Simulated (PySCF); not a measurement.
## Radial density of P (phosphorus, neutral)

PBE, [Ne] 3s2 3p3, high-spin 4S determinant. Calculation: PySCF 2.14, in cc-pV(T+d)Z (5s4p3d1f, 39 functions); the non-relativistic Hamiltonian (point nucleus).

```csv
r (bohr),4πr²ρ (e/bohr),4πr²(ρα − ρβ)
0.00136,0.04901,0.0000
0.00229,0.1347,0.0000
0.00386,0.3638,0.0000
0.00649,0.9509,0.0000
0.0109,2.358,-0.0001
0.0184,5.339,-0.0001
0.0309,10.41,0.0006
0.0519,15.84,0.0060
0.0873,16.37,0.0330
0.147,11.52,0.1195
0.247,12.76,0.2443
0.416,15.64,0.1712
0.699,6.810,0.0105
1.18,2.326,0.7893
1.98,2.438,1.4094
3.33,0.6851,0.5109
5.60,0.03437,0.0313
```
